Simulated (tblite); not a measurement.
Run record: tight-binding relaxation, `C=[C]([GaH2])OCc1cccs1`.

Computed with GFN2-xTB geometry optimisation, gas phase (tblite 0.8.0). Start geometry: from a force field or distance geometry. A driver script takes a list of jobs; this job's settings line and coordinates (Å) are shown.

Command:
```bash
OMP_NUM_THREADS=1 python probes_run.py task.json out
```

Input:
```
{"job": {"kind": "relax", "xc": "GFN2-xTB", "basis": "xTB"}, "charge": 0, "multiplicity": 1}
C     -2.587900    -1.676800    -0.589500
C     -2.225700    -0.390200    -0.489500
Ga    -3.298400     1.277300    -0.168000
O     -0.861900    -0.042300    -0.590900
C      0.012500    -0.726300     0.301800
C      1.404400    -0.224500     0.032300
C      1.978500     0.837200     0.661500
C      3.246200     1.137300     0.300900
C      3.788600     0.335600    -0.656200
S      2.511500    -0.995500    -1.173600
H     -1.869300    -2.470800    -0.759100
H     -3.630600    -1.989100    -0.515000
H     -4.901700     0.823800    -0.354900
H     -3.398500     2.650600    -0.578600
H      0.030600    -1.805100     0.089800
H     -0.244500    -0.569300     1.376600
H      1.430500     1.416000     1.439400
H      3.805600     1.969500     0.741800
H      4.800200     0.452000    -1.061000
```

Output:
```
step      E/eV     max force
  0    -760.41321    3.815
  1    -760.90475    2.567
  2    -761.20134    1.367
  3    -761.31818    0.868
  4    -761.38762    0.711
  5    -761.46670    0.883
  6    -761.52509    0.642
  7    -761.57210    0.530
  8    -761.59828    0.325
  9    -761.61673    0.322
... (123 lines left out)
133    -762.02635    0.035
134    -762.02650    0.031
135    -762.02662    0.022
136    -762.02669    0.022
137    -762.02675    0.020
138    -762.02684    0.024
139    -762.02695    0.026
140    -762.02704    0.021
141    -762.02710    0.012
142    -762.02713    0.009
```

«max force» is the largest atomic force in eV/Å.

Question: From which step on does the largest force stay under 0.1 eV/Å, and how much energy is left to gain from there?

Answer: From step 74 (0.079 eV/Å), 14.0 meV above the end.

In short: energy lowered by 37.2 kcal/mol over 142 steps; largest atomic force 0.009 eV/Å at the end.

Question: Where do the atoms end?

Answer: 0.703 Å rms from the input after alignment:
```
atom  x, y, z in Å
C1    -2.7141   -1.8404   -0.0249
C2    -2.3096   -0.5959   -0.2300
Ga3   -2.9401    1.2719   -0.5771
O4    -1.0120   -0.1344   -0.2729
C5     0.0687   -1.0332   -0.0469
C6     1.3354   -0.2501   -0.0792
C7     1.6516    0.8458    0.6636
C8     2.9283    1.3674    0.3577
C9     3.5611    0.6612   -0.6120
S10    2.6089   -0.6511   -1.1816
H11   -2.0521   -2.6797    0.1344
H12   -3.7707   -2.0520   -0.0152
H13   -4.4415    1.7514   -0.8142
H14   -1.8105    2.3509   -0.6132
H15    0.0771   -1.8086   -0.8234
H16   -0.0679   -1.5137    0.9338
H17    0.9906    1.2660    1.4008
H18    3.3547    2.2276    0.8419
H19    4.5324    0.8262   -1.0339
```

Question: Estimate the wall time. Hardware: Arm Neoverse N1, one thread (shared host).

Answer: About 2.5 s.
Labels such as C1 count atoms from 1, the log's own numbers from 0.
